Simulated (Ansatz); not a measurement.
Species: sum formula GeBr₃F, net charge 0, singlet state. SMILES: [Ge]([Br])([Br])([Br])[F]
Geometry from a B3LYP-D3(BJ)/def2-TZVP (Ansatz, a quantum-chemistry and plane-wave program) optimisation:
```xyz
5

F      0.0108     0.0414     2.1054
Ge     0.0019     0.0074     0.3766
Br    -1.1419    -1.8709    -0.2527
Br     2.1843    -0.0609    -0.3054
Br    -1.0469     1.9144    -0.3276
```

Quantity: atomisation energy (electronic, to ground-state atoms), in kcal/mol. Valence correlation only, unless marked. Open shells are spin-unrestricted. No spin-orbit coupling. The frozen core is the preceding noble-gas configuration, with the filled d and f shells of earlier blocks. Non-relativistic. The coupled-cluster limit lacks core correlation, which all-electron functionals hold. Basis-set limits of correlation are two-point, X^-3; Hartree-Fock from the larger set (for Q and 5 zeta extrapolated as (X+1)exp(-9√X)). The bracket is a focal-point correction in the basis named.

```
level                                                                 program  atomisation energy (kcal/mol)  minus last row
-------------------------------------------------------------  --------------  -----------------------------  --------------
HF/aug-cc-pVTZ                                                         Ansatz                          221.1          -115.8
PBE/def2-TZVPD                                                         Ansatz                          337.1             0.2
BLYP-D4/def2-TZVPD                                             Ansatz + dftd4                          324.8           -12.1
revPBE/def2-TZVPD                                                      Ansatz                          316.6           -20.3
r2SCAN/def2-TZVPD                                                      Ansatz                          337.9             1.0
PBE0-D3(BJ)/def2-TZVP                                          Ansatz + dftd3                          331.5            -5.4
PBE-QIDH/def2-TZVPD                                                    Ansatz                          332.2            -4.7
RI-MP2/CBS(aug-cc-pVTZ,aug-cc-pVQZ)                                    Ansatz                          355.1            18.2
CCSD/STO-3G                                                            Ansatz                          315.3           -21.6
CCSD/cc-pVQZ                                                           Ansatz                          317.6           -19.3
CCSD/CBS(cc-pVQZ,cc-pV5Z)                                              Ansatz                          324.8           -12.1
CCSD(T)/cc-pV5Z                                                        Ansatz                          332.7            -4.2
RI-MP2/CBS(aug-cc-pVTZ,aug-cc-pVQZ)+[CCSD(T)-MP2]/aug-cc-pVDZ          Ansatz                          336.1            -0.8
RI-MP2/CBS(cc-pVTZ,cc-pVQZ)+[CCSD(T)-MP2]/cc-pVQZ                      Ansatz                          335.4            -1.5
CCSD(T)/CBS(cc-pVQZ,cc-pV5Z)                                           Ansatz                          336.9             0.0
```
